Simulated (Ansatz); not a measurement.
Process, species as SMILES: [Cl][Ga] (Cl-Ga) (closed-shell singlet) → Cl atom + Ga atom
B3LYP-D3(BJ)/def2-TZVP geometries, fixed; electronic energies without zero-point terms.
Largest species:
```xyz
2

Ga     0.0000     0.0000    -0.7929
Cl     0.0000     0.0000     1.4460
```

Basis-set convergence of the atomisation energy at HF with Ansatz (a program for electronic structure). Cartesian d functions, on some or all atoms, in 3-21G, 6-31G, 6-31G**, 6-311G**; all else is spherical. Open shells are unrestricted. No added dispersion term, no relativity. Functions are those of the species that has most. Reference: the value in pcseg-4, 83.52 kcal/mol, itself unsure by roughly 0.10 kcal/mol (its mean distance from aug-pcseg-3, aug-cc-pV(Q+d)Z, cc-pV(5+d)Z). Deviations are taken from unrounded values.

```csv
basis,functions,atomisation energy (kcal/mol),minus reference (kcal/mol)
3-21G,36,84.97,1.45
6-31G,42,76.64,-6.88
cc-pV(D+d)Z,50,81.71,-1.80
def2-SVP,50,83.14,-0.38
6-31G**,54,81.39,-2.13
6-311G**,71,81.95,-1.56
cc-pV(T+d)Z,82,83.35,-0.17
def2-TZVP,85,83.64,0.13
def2-TZVPP,90,83.63,0.11
cc-pV(Q+d)Z,132,83.38,-0.14
def2-QZVP,145,83.40,-0.12
def2-QZVPP,159,83.49,-0.02
cc-pV(5+d)Z,204,83.42,-0.10
```

The smallest set listed that lies within 1 kcal/mol of the reference with all its larger relatives (same family, alike in diffuse functions; a set with none counts only in the reference's own line) is def2-SVP (50 functions, -0.38 kcal/mol off).
